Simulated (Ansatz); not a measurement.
Sn₃H₄. The state is a singlet with charge 0. Geometry PBE-D4/def2-SVP; atoms count from 1.

```xyz
7

Sn    1.4285   -1.2646    0.5480
Sn    0.9665    1.6794   -0.4310
Sn   -1.3149   -0.2277   -0.0646
H    -0.6129    1.7524    0.6234
H     0.0732   -1.8485   -0.6488
H    -0.3815    1.0485   -1.6119
H    -0.1589   -1.1395    1.5849
```

In the def2 sets Sn takes a core potential; there is no spin–orbit coupling. The structure comes from a short search, and lower isomers may exist.

(1) Estimate the Mulliken populations from the PBE0/def2-TZVP orbitals of Ansatz.

(2) And the Mayer bond orders between bonded heavy atoms (over 0.3)?

## Answers

(1) 
```
atom  charge (e)
 Sn1        0.04
 Sn2        0.04
 Sn3        0.10
  H4       -0.04
  H5       -0.05
  H6       -0.04
  H7       -0.04
```
Mulliken values and Mayer orders depend strongly on the basis.

(2) Sn1–Sn2 0.68 (3.14 Å); Sn1–Sn3 0.69 (3.00 Å); Sn2–Sn3 0.69 (3.00 Å).
